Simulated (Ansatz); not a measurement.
`C[O+]1[AlH2-][O+](C)[AlH2-]1`. The species carries charge 0 and has multiplicity 1. The structure was optimised at the PBE0-D4/def2-TZVP level.

```xyz
16

C     0.421   -2.279    1.132
O     0.212   -1.142    0.312
Al   -1.376   -0.256   -0.002
O    -0.212    1.142   -0.312
C    -0.422    2.278   -1.132
Al    1.376    0.255    0.002
H     1.315   -2.138    1.744
H    -0.433   -2.421    1.798
H     0.547   -3.168    0.511
H    -2.185   -0.169    1.363
H    -2.096   -0.627   -1.368
H     0.454    2.451   -1.763
H    -0.596    3.159   -0.510
H    -1.287    2.117   -1.780
H     2.097    0.628    1.367
H     2.184    0.169   -1.363
```

(1) What is the dipole moment at ωB97M-V/def2-TZVPP? (An estimate is asked.)

(2) Give the Mulliken charges with ωB97M-V, r2SCAN, PBE in def2-TZVPP. (Best estimate.)

Answers

(1) Computed: 0.00 D, zero by symmetry or nearly so.

(2) Ansatz gave: 
```tsv
atom	ωB97M-V	r2SCAN	PBE
C1	-0.19	-0.03	-0.16
O2	-0.26	-0.26	-0.18
Al3	0.32	0.42	0.29
O4	-0.26	-0.26	-0.18
C5	-0.19	-0.03	-0.16
Al6	0.32	0.42	0.29
H7	0.13	0.07	0.11
H8	0.13	0.08	0.11
H9	0.14	0.08	0.12
H10	-0.13	-0.18	-0.15
H11	-0.13	-0.18	-0.15
H12	0.13	0.08	0.11
H13	0.14	0.08	0.12
H14	0.13	0.08	0.11
H15	-0.13	-0.18	-0.15
H16	-0.13	-0.18	-0.15
```
